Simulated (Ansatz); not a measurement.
Species: C2H5B, SMILES `BC=C` (H–B–C–C torsion 180°) (charge 0, multiplicity 1).

Question: Give a relaxed geometry from CAM-B3LYP-D3(BJ)/def2-TZVP in Ansatz (an electronic-structure program).

Answer: This is not unique; one that fits is the end point of this relaxation, one of several conformers (outside a Z-matrix the atoms follow the SMILES, hydrogens last).
Bonds (Å): B1–C2 1.533, B1–H4 1.192, B1–H5 1.193, C2–C3 1.335, C2–H6 1.086, C3–H7 1.085, C3–H8 1.084. Angles (°): C2–B1–H4 121.9, C2–B1–H5 118.9, H4–B1–H5 119.2, B1–C2–C3 120.8, B1–C2–H6 121.5, C3–C2–H6 117.7, C2–C3–H7 122.8, C2–C3–H8 120.8, H7–C3–H8 116.4.
